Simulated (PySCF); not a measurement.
# What a mistake does to a calculation on BCGeH8N

All numbers below are calculated, not measured. They come from PySCF 2.14.0, an open-source quantum chemistry program, on an isolated molecule that a program drew, which may never have been made. The molecule is BCGeH8N (charge 0, singlet), drawn as the SMILES string `C[BH][GeH2][NH2]`.

Each row is a Hartree-Fock (HF) and frozen-core CCSD(T) single point in the cc-pVDZ basis, meant for a local HF minimum. Run 1 is clean. Each other run has one planted mistake out of seven kinds, and not every kind appears here: one electron removed, one electron added, multiplicity raised by two, geometry at a saddle point, minimal basis STO-3G, one bond length entered in bohr, all coordinates scaled. The reference is restricted for singlets and unrestricted otherwise, and also for a bond in bohr. Adding or removing an electron swaps singlet and doublet. Electrons count all cores. HOMO and LUMO are orbital energies over both spins, the gradient is its largest component, and the lowest frequency (negative if imaginary) is given only where the gradient is small. Bond lengths are over the 11 bonds as drawn. T1 is the CCSD diagnostic: over 0.02 (restricted) or 0.045 (unrestricted) a single reference is doubtful. Germanium has the cc-pVDZ-PP basis, with a core potential (ECP10MDF) in place of its 10 inner electrons, and its 3s, 3p and 3d shells are frozen in CCSD(T).

Geometry of the clean run:
```xyz
12
BCGeH8N, angstrom
C    -0.1094   -1.0433   -0.1014
B    -0.1246    0.4838    0.2751
Ge    1.5979    1.5777    0.7247
N     1.1993    2.8769    1.9856
H    -0.3792   -1.5696    0.8285
H    -0.8755   -1.3127   -0.8334
H     0.8570   -1.4385   -0.4203
H    -1.1848    1.0517    0.3298
H     2.1740    2.1772   -0.5829
H     2.7150    0.7213    1.3426
H     1.9805    3.4593    2.2364
H     0.4477    3.4858    1.7081
```

| run | electrons | basis functions | <S^2> | HOMO (eV) | LUMO (eV) | gradient (hartree/bohr) | lowest frequency (cm^-1) | mean bond (Å) | longest bond (Å) | T1 | HF (hartree) | CCSD(T) (hartree) | mistake |
|---|---|---|---|---|---|---|---|---|---|---|---|---|---|
| 1 | 58 | 105 | 0.000 | -10.17 | 2.04 | 1.0e-05 | 43 | 1.3733 | 2.089 | 0.0106 | -415.02919 | -415.60218 | no fault |
| 2 | 58 | 105 | 0.000 | -10.15 | 1.81 | 3.1e-02 | - | 1.4406 | 2.192 | 0.0113 | -415.00664 | -415.58947 | all coordinates scaled |
| 3 | 57 | 105 | 0.764 | -15.38 | -5.92 | 8.3e-02 | - | 1.3733 | 2.089 | 0.0345 | -414.73535 | -415.27071 | one electron removed |
| 4 | 58 | 105 | 2.014 | -6.78 | -1.30 | 5.0e-02 | - | 1.3733 | 2.089 | 0.0203 | -414.89687 | -415.46565 | ? |
| 5 | 59 | 105 | 0.763 | -0.13 | 8.49 | 4.0e-02 | - | 1.3733 | 2.089 | 0.0107 | -414.99181 | -415.58462 | ? |

**Which mistake was planted in run 4, and what did it cost?**

Electrons, basis and geometry are unchanged, and <S^2> is 2.014, beside S(S+1) = 2.00 for a multiplicity of 3. So the mistake is: multiplicity raised by two. Subtracting run 1 and multiplying by 627.51 kcal/mol a hartree, the energy moved by 83.0 kcal/mol in HF and 85.7 kcal/mol in CCSD(T).

**Which mistake was planted in run 5, and what did it cost?**

It counts 59 electrons, one more than the clean run, at the same geometry and basis. So the mistake is: one electron added. Subtracting run 1 and multiplying by 627.51 kcal/mol a hartree, the energy moved by 23.5 kcal/mol in HF and 11.0 kcal/mol in CCSD(T).

Cautions from the logs. Run 5: the added electron raises the CCSD(T) energy, so it isn't bound in this basis.
